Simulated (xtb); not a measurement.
xtb input (GFN2-xTB):

```bash
xtb mol.xyz --gfn 2 --sp --chrg 0 --uhf 0
```
mol.xyz:
```
16

C     -2.52831680     0.11578448    -0.31820837
C     -1.30829404    -0.68360827     0.11283828
C      0.00272991     0.07041121    -0.02572386
O      0.04674111     1.20556900    -0.44043968
C      1.25530769    -0.68304098     0.38645007
C      2.53747260     0.12036634     0.23193359
H     -2.62577409     1.02640289     0.27257370
H     -2.44824723     0.41558141    -1.36296400
H     -3.43748333    -0.47445038    -0.19650314
H     -1.39588158    -1.00575547     1.15646321
H     -1.21969244    -1.61109044    -0.46374638
H      1.11796635    -1.01267743     1.42230743
H      1.29460508    -1.60641661    -0.20213854
H      3.40086801    -0.46994954     0.54152794
H      2.50417452     1.02692192     0.83596329
H      2.68213966     0.42740496    -0.80370437
```

End of the output:

```
         :::::::::::::::::::::::::::::::::::::::::::::::::::::
         ::                     SUMMARY                     ::
         :::::::::::::::::::::::::::::::::::::::::::::::::::::
         :: total energy             -19.859841955732 Eh    ::
         :: gradient norm              0.022674335148 Eh/a0 ::
         :: HOMO-LUMO gap              3.983120216942 eV    ::
         ::.................................................::
         :: SCC energy               -20.119813229175 Eh    ::
         :: -> isotropic ES            0.027151396463 Eh    ::
         :: -> anisotropic ES          0.004828902406 Eh    ::
         :: -> anisotropic XC          0.008972190666 Eh    ::
         :: -> dispersion             -0.008275192840 Eh    ::
         :: repulsion energy           0.259971273442 Eh    ::
         :: add. restraining           0.000000000000 Eh    ::
         :: total charge               0.000000000000 e     ::
         :::::::::::::::::::::::::::::::::::::::::::::::::::::

           -------------------------------------------------
          |                Property Printout                |
           -------------------------------------------------

    * Orbital Energies and Occupations

         #    Occupation            Energy/Eh            Energy/eV
      -------------------------------------------------------------
         1        2.0000           -0.7042426             -19.1634
       ...           ...                  ...                  ...
         6        2.0000           -0.5636741             -15.3384
         7        2.0000           -0.5460632             -14.8591
         8        2.0000           -0.5438725             -14.7995
         9        2.0000           -0.5060802             -13.7711
        10        2.0000           -0.5045469             -13.7294
        11        2.0000           -0.4872069             -13.2576
        12        2.0000           -0.4856255             -13.2145
        13        2.0000           -0.4663081             -12.6889
        14        2.0000           -0.4607119             -12.5366
        15        2.0000           -0.4517696             -12.2933
        16        2.0000           -0.4475372             -12.1781
        17        2.0000           -0.4406852             -11.9917
        18        2.0000           -0.3908882             -10.6366 (HOMO)
        19                         -0.2445112              -6.6535 (LUMO)
        20                          0.0402902               1.0964
        21                          0.1168533               3.1797
        22                          0.1304693               3.5502
        23                          0.1414403               3.8488
        24                          0.1490973               4.0571
        25                          0.1569715               4.2714
        26                          0.1652436               4.4965
        27                          0.1847170               5.0264
        28                          0.1884834               5.1289
        29                          0.1972907               5.3686
       ...                                ...                  ...
        34                          0.6197239              16.8635
      -------------------------------------------------------------
                  HL-Gap            0.1463770 Eh            3.9831 eV
             Fermi-level           -0.3176997 Eh           -8.6450 eV

     #   Z          covCN         q      C6AA      α(0)
     1   6 C        3.751    -0.098    22.430     6.754
     2   6 C        3.800    -0.079    22.002     6.678
     3   6 C        2.810     0.231    23.167     7.886
     4   8 O        0.857    -0.353    20.760     6.109
     5   6 C        3.800    -0.079    22.002     6.678
     6   6 C        3.751    -0.098    22.430     6.754
     7   1 H        0.925     0.050     2.325     2.384
     8   1 H        0.925     0.049     2.327     2.385
     9   1 H        0.924     0.036     2.499     2.472
    10   1 H        0.924     0.051     2.305     2.374
    11   1 H        0.924     0.051     2.307     2.375
    12   1 H        0.924     0.051     2.307     2.375
    13   1 H        0.924     0.051     2.305     2.374
    14   1 H        0.924     0.036     2.499     2.472
    15   1 H        0.925     0.049     2.327     2.385
    16   1 H        0.925     0.050     2.325     2.384

 Mol. C6AA /au·bohr⁶  :       1888.707676
 Mol. C8AA /au·bohr⁸  :      40256.423200
 Mol. α(0) /au        :         64.843296

Wiberg/Mayer (AO) data.
largest (>0.10) Wiberg bond orders for each atom

 ---------------------------------------------------------------------------
     #   Z sym  total        # sym  WBO       # sym  WBO       # sym  WBO
 ---------------------------------------------------------------------------
     1   6 C    3.994 --     2 C    1.021     9 H    0.987     8 H    0.986
                             7 H    0.986
     2   6 C    3.997 --     1 C    1.021     3 C    0.987    11 H    0.954
                            10 H    0.954
     3   6 C    3.918 --     4 O    1.872     2 C    0.987     5 C    0.987
     4   8 O    2.076 --     3 C    1.872
     5   6 C    3.997 --     6 C    1.021     3 C    0.987    12 H    0.954
                            13 H    0.954
     6   6 C    3.994 --     5 C    1.021    14 H    0.987    15 H    0.986
                            16 H    0.986
     7   1 H    0.998 --     1 C    0.986
     8   1 H    0.998 --     1 C    0.986
     9   1 H    0.998 --     1 C    0.987
    10   1 H    0.997 --     2 C    0.954
    11   1 H    0.997 --     2 C    0.954
    12   1 H    0.997 --     5 C    0.954
    13   1 H    0.997 --     5 C    0.954
    14   1 H    0.998 --     6 C    0.987
    15   1 H    0.998 --     6 C    0.986
    16   1 H    0.998 --     6 C    0.986
 ---------------------------------------------------------------------------

Topologies differ in total number of bonds
Writing topology from bond orders to xtbtopo.mol

molecular dipole:
                 x           y           z       tot (Debye)
 q only:       -0.035      -0.913       0.333
   full:       -0.045      -1.165       0.425       3.154
molecular quadrupole (traceless):
                xx          xy          yy          xz          yz          zz
 q only:        3.121      -0.079      -2.481       0.407       0.759      -0.640
Note: The following floating-point exceptions are signalling: IEEE_UNDERFLOW_FLAG IEEE_DENORMAL
normal termination of xtb
  q+dip:        2.175      -0.141      -2.647       0.177       1.309       0.472
   full:        2.249      -0.170      -3.017       0.156       1.592       0.768

           -------------------------------------------------
          | TOTAL ENERGY              -19.859841955732 Eh   |
          | GRADIENT NORM               0.022674335148 Eh/α |
          | HOMO-LUMO GAP               3.983120216942 eV   |
           -------------------------------------------------

------------------------------------------------------------------------
------------------------------------------------------------------------
 total:
 SCF:
```
